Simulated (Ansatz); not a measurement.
Reaction (SMILES): [Cl][Hg][Cl] -> [Hg]([Cl])[Cl] as doublet, charge +1 + e-

Wanted: adiabatic ionisation energy (0 K, with zero-point energies), in eV. Terms: no dispersion term unless named; LANL2DZ with its own core potentials from Na on; spin-orbit terms left out; UHF or UKS for open shells; def2 sets with scalar-relativistic core potentials past Kr. Ab initio and DFT rows: single points at B3LYP-D3(BJ) geometries (Ansatz, an electronic-structure program), with unscaled harmonic terms from B3LYP/6-31G* (LANL2DZ past Ar) (Ansatz) at its own minima. The spin state of an ion or metal species was assumed, not searched.

| species | coefficient | E at B3LYP/LANL2DZ (Ansatz), Eh | E at B3LYP/def2-TZVPD (Ansatz), Eh | zero-point energy, kcal/mol |
|---|---|---|---|---|
| [Cl][Hg][Cl] | -1 | -72.70387 | -1074.06971 | 1.13 |
| [Cl][Hg][Cl] as doublet, charge +1 | +1 | -72.29468 | -1073.66531 | 0.90 |

 1 Eh = 27.2114 eV and 1 eV = 23.0605 kcal/mol.

Work the quantity out at each level.


- B3LYP/LANL2DZ: the sum of coefficient times E is 0.40919 Eh, or 11.135 eV; the thermal terms add -0.010. Result: 11.12 eV.
- B3LYP/def2-TZVPD: the sum of coefficient times E is 0.40440 Eh, or 11.004 eV; the thermal terms add -0.010. Result: 10.99 eV.
